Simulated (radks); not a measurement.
Results of a calculation; reference values are marked as such.
Charge is removed step by step from the 6s up level of Ho+, starting from [Xe] 4f11 6s(up 1, down 0). Level of theory: scalar-relativistic Kohn-Sham, r2SCAN, spin-polarised, spherical densities, finite nucleus; open shells are filled with parallel spins first (spin-orbit coupling, left out, can overturn this in heavy ions); meta-GGA in the generalised Kohn-Sham scheme; Fermi nuclear charge, rms radius 5.2022 fm (a radial shooting solver on a logarithmic mesh with Libxc functionals).

| removed (e) | E - E(0) (eV) | eigenvalue (eV) | E minus straight line (eV) |
|---|---|---|---|
| 0 | 0.000 | -9.467 | 0.000 |
| 0.25 | 2.521 | -10.705 | -0.426 |
| 0.5 | 5.345 | -11.878 | -0.550 |
| 0.75 | 8.446 | -12.926 | -0.396 |
| 1 | 11.790 | -13.726 | 0.000 |

Removing the whole electron costs 11.790 eV by Delta-SCF, against 9.467 eV from minus the eigenvalue at the starting occupation. Slater's transition state (half an electron removed) gives 11.878 eV. Integrating minus the eigenvalue over the occupation (Janak's theorem) gives 11.789 eV. In this scalar-relativistic scheme the density is built from large components alone, so the theorem holds only approximately. The mean slope of the eigenvalue, de/dn, is 4.26 eV per electron. Ionisation energy of Ho+ in the NIST Atomic Spectra Database: 11.78 eV (semi-empirical).
